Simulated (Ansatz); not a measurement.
C$_{2}$H$_{8}$SSi$_{2}$ (`CSC1[SiH2][SiH2]1`). Charge 0, multiplicity 1. All single points use the PBE0-D4/def2-TZVP geometry. It is one conformer, not always the lowest.

```xyz
13

C    -0.586   -0.931    1.993
S    -0.383    0.718    1.308
C    -0.547    0.421   -0.438
Si    0.910   -0.550   -1.203
Si    0.524    1.646   -1.437
H    -1.581   -1.324    1.779
H    -0.463   -0.846    3.074
H     0.172   -1.612    1.602
H    -1.565    0.234   -0.779
H     1.859   -1.133   -0.229
H     0.580   -1.468   -2.321
H    -0.101    2.130   -2.692
H     1.182    2.717   -0.657
```

**Question.** What is the dipole moment at r2SCAN/def2-TZVPP? (Best estimate.)

**Answer.** Computed: 1.31 D, with components (-0.36, -1.21, -0.35) D in this frame, pointing from negative to positive charge.

**Question.** And with PBE, B3LYP, ωB97M-V? (An estimate is asked.)

**Answer.** The calculation gave: PBE 1.24 D, B3LYP 1.26 D, ωB97M-V 1.27 D.

**Question.** Give the Mulliken charges with r2SCAN, PBE, ωB97M-V in def2-TZVPP. (An estimate is asked.)

**Answer.** Ansatz gave: 
```csv
atom,r2SCAN,PBE,ωB97M-V
C1,-0.17,-0.26,-0.36
S2,-0.10,-0.10,-0.03
C3,-0.22,-0.16,-0.33
Si4,0.18,0.12,0.09
Si5,0.19,0.12,0.10
H6,0.08,0.11,0.13
H7,0.08,0.11,0.13
H8,0.07,0.10,0.12
H9,0.10,0.11,0.14
H10,-0.05,-0.03,0.01
H11,-0.07,-0.05,-0.01
H12,-0.06,-0.05,-0.01
H13,-0.04,-0.03,0.01
```

B3LYP here is the variant with VWN-RPA as its local correlation; programs differ in this.
